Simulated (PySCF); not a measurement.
Compound: s-Bu2O, C₈H₁₈O.
SMILES with atom numbers: `[CH3:1][CH2:2][C@@H:3]([CH3:4])[O:5][C@@H:6]([CH3:7])[CH2:8][CH3:9]` (hydrogens: H10, H11, H12 on C1; H13, H14 on C2; H15 on C3; H16, H17, H18 on C4; H19 on C6; H20, H21, H22 on C7; H23, H24 on C8; H25, H26, H27 on C9)

The same species was optimised twice, with GFN2-xTB and with PBE0-D3(BJ)/def2-SVP (PySCF), and the same property calculations (PySCF, gas phase) were run on both structures.

| coordinate | GFN2-xTB | PBE0-D3(BJ)/def2-SVP | change |
| --- | --- | --- | --- |
| C3–C4 (Å) | 1.532 | 1.521 | -0.011 |
| C2–C3 (Å) | 1.532 | 1.522 | -0.010 |
| C6–C7 (Å) | 1.526 | 1.516 | -0.010 |
| C6–C8 (Å) | 1.537 | 1.528 | -0.009 |
| O5–C6 (Å) | 1.419 | 1.412 | -0.007 |
| C3–O5 (Å) | 1.417 | 1.411 | -0.006 |
| C1–C2 (Å) | 1.523 | 1.519 | -0.004 |
| C8–C9 (Å) | 1.523 | 1.520 | -0.003 |
| C2–C3–C4 (°) | 110.8 | 112.4 | +1.6 |
| C7–C6–C8 (°) | 112.0 | 113.4 | +1.4 |
| C1–C2–C3 (°) | 112.0 | 113.3 | +1.3 |
| C6–C8–C9 (°) | 113.3 | 114.4 | +1.1 |
| C4–C3–O5 (°) | 110.8 | 110.6 | -0.2 |
| C3–O5–C6 (°) | 116.5 | 116.3 | -0.2 |
| O5–C6–C7 (°) | 106.9 | 107.0 | +0.1 |
| C2–C3–O5 (°) | 107.4 | 107.4 | 0.0 |
| C1–C2–C3–C4 (°) | 172 | 177 | +5 |
| C2–C3–O5–C6 (°) | 152 | 153 | +1 |
| C3–O5–C6–C7 (°) | 151 | 150 | -1 |
| O5–C6–C8–C9 (°) | 172 | 172 | 0 |

Rotational constants: A = 2111, B = 930.7, C = 780.7 MHz (GFN2-xTB) against A = 2112, B = 934.7, C = 790.0 MHz (PBE0-D3(BJ)/def2-SVP). Point groups within 0.08 Å: C1 and C1.

On the GFN2-xTB structure: HOMO (eV) -7.06 [PBE0/pcSseg-1]; LUMO (eV) 1.46 [PBE0/pcSseg-1]; dipole (D) 1.16 [PBE0/pcSseg-1]; GIAO shielding of C1/C9 (mean) (ppm) 173.4 [PBE0/pcSseg-1]; GIAO shielding of C2/C8 (mean) (ppm) 153.0 [PBE0/pcSseg-1]; GIAO shielding of C3/C6 (mean) (ppm) 108.8 [PBE0/pcSseg-1]; GIAO shielding of C4/C7 (mean) (ppm) 164.3 [PBE0/pcSseg-1]; GIAO shielding of O5 (ppm) 243.0 [PBE0/pcSseg-1].

**Question.** What do these properties become on the PBE0-D3(BJ)/def2-SVP structure?

**Answer.** 
```json
{"property": "HOMO (eV)", "level": "PBE0/pcSseg-1", "on GFN2-xTB": "-7.06", "on PBE0-D3(BJ)/def2-SVP": "-7.12", "change": "-0.06"}
{"property": "LUMO (eV)", "level": "PBE0/pcSseg-1", "on GFN2-xTB": "1.46", "on PBE0-D3(BJ)/def2-SVP": "1.41", "change": "-0.05"}
{"property": "dipole (D)", "level": "PBE0/pcSseg-1", "on GFN2-xTB": "1.16", "on PBE0-D3(BJ)/def2-SVP": "1.15", "change": "-0.01"}
{"property": "energy, GFN2-xTB geometry as zero (kcal/mol)", "level": "PBE0/pcSseg-1", "on GFN2-xTB": "0.0", "on PBE0-D3(BJ)/def2-SVP": "-0.9", "change": "-0.9"}
{"property": "GIAO shielding of C1/C9 (mean) (ppm)", "level": "PBE0/pcSseg-1", "on GFN2-xTB": "173.4", "on PBE0-D3(BJ)/def2-SVP": "171.6", "change": "-1.8"}
{"property": "GIAO shielding of C2/C8 (mean) (ppm)", "level": "PBE0/pcSseg-1", "on GFN2-xTB": "153.0", "on PBE0-D3(BJ)/def2-SVP": "152.7", "change": "-0.3"}
{"property": "GIAO shielding of C3/C6 (mean) (ppm)", "level": "PBE0/pcSseg-1", "on GFN2-xTB": "108.8", "on PBE0-D3(BJ)/def2-SVP": "110.5", "change": "+1.7"}
{"property": "GIAO shielding of C4/C7 (mean) (ppm)", "level": "PBE0/pcSseg-1", "on GFN2-xTB": "164.3", "on PBE0-D3(BJ)/def2-SVP": "163.2", "change": "-1.1"}
{"property": "GIAO shielding of O5 (ppm)", "level": "PBE0/pcSseg-1", "on GFN2-xTB": "243.0", "on PBE0-D3(BJ)/def2-SVP": "245.4", "change": "+2.4"}
```

The heavy atoms differ by 0.042 Å rms after alignment. Among bonds between heavy atoms C2–C3, C3–C4 and C6–C7 change most and about equally (-0.011 to -0.010 Å). Changes are differences of the printed values. Neither structure is proved a minimum here.

The values belong to the conformer `[CH3:1][CH2:2][C@@H:3]([CH3:4])[O:5][C@@H:6]([CH3:7])[CH2:8][CH3:9]`: C1–C2–C3–C4 177°, C2–C3–O5–C6 153°, C3–O5–C6–C7 150°, O5–C6–C8–C9 172°.
